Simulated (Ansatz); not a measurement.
Cost and result for the atomization energy of C2H7N2Si (`C=C[Si](N)N`) radical (12 atoms, 11 bonds).

```xyz
12

C    -1.404   -0.239   -1.539
C    -0.662   -0.934   -0.675
Si    0.077   -0.184    0.850
N    -0.071    1.522    0.936
N     1.755   -0.577    0.857
H    -1.891   -0.703   -2.392
H    -1.547    0.831   -1.419
H    -0.565   -2.010   -0.828
H     0.706    2.127    0.720
H    -0.786    1.978    1.473
H     2.307   -0.443    1.689
H     2.082   -1.369    0.328
```

Charge 0, multiplicity 2. The geometry is a stationary point of PBE0-D4/def2-TZVP. It is one conformer, not always the lowest. Program: Ansatz. Hardware: A = 2 threads of an AMD EPYC 7R13 on a shared host; B = 2 threads of an AMD EPYC 7R13 on a shared host and a share of an NVIDIA H100 80 GB. Times are those of one run each, without the atoms' runs, and a repeat can differ threefold. Electronic energies, without spin–orbit coupling; frozen cores. CCSD(T)/CBS adds CCSD(T) − MP2 in def2-TZVPP to the MP2 limit, and its time is that of the two runs behind it. T1 = 0.023; ⟨S²⟩ of the reference is 0.84. B3LYP takes the VWN-RPA correlation (the form of Gaussian; ORCA's B3LYP/G).

CCSD(T)/CBS is a level of theory with its own doubt, some kJ/mol a heavy atom from the limit and from the frozen cores, so smaller differences don't rank the functionals.

| level | functions | wall time | atomization (kcal/mol) | difference from CCSD(T)/CBS | per bond |
| --- | --- | --- | --- | --- | --- |
| MP2/def2-QZVPP [B] | 508 | 4.8 s | 1068.1 | -1.6 | -0.1 |
| PBE-D4/def2-TZVPP (with forces) [A] | 264 | 6.5 s | 1097.7 | 28.0 | 2.5 |
| PBE0-D4/def2-TZVPP [A] | 264 | 10 s | 1075.0 | 5.3 | 0.5 |
| CCSD(T)/def2-TZVPP [B] | 264 | 11 s | 1036.4 | -33.3 | -3.0 |
| r2SCAN-D4/def2-TZVPP (with forces) [A] | 264 | 12 s | 1071.7 | 2.0 | 0.2 |
| B3LYP-D4/def2-TZVPP (with forces) [A] | 264 | 13 s | 1077.6 | 7.9 | 0.7 |
| CCSD(T)/CBS(def2) | – | 15 s | 1069.7 | 0.0 | 0.0 |
| B2PLYP/def2-TZVPP [A] | 264 | 16 s | 1061.2 | -8.5 | -0.8 |
| ωB97X-V/def2-TZVPP [A] | 264 | 22 s | 1073.8 | 4.1 | 0.4 |
| ωB97M-V/def2-TZVPP (with forces) [A] | 264 | 27 s | 1074.4 | 4.7 | 0.4 |

The D4 term adds +10.0 kcal/mol with B3LYP and +5.2 kcal/mol with PBE0; it sums over pairs of atoms, weighted by their polarisabilities, and B3LYP, whose exchange is more repulsive, gets the larger term. In def2-TZVPP, CCSD(T) changes the Hartree–Fock value by +281.1 kcal/mol (the triples alone add +16.8 kcal/mol) and MP2 by +292.8 kcal/mol; breaking electron pairs costs correlation energy, which Hartree–Fock lacks. From PBE to PBE0 (25 % exact exchange), in def2-TZVPP and without D4, the atomization energy moves by −21.8 kcal/mol: exact exchange takes away binding that semilocal exchange gives to molecules.
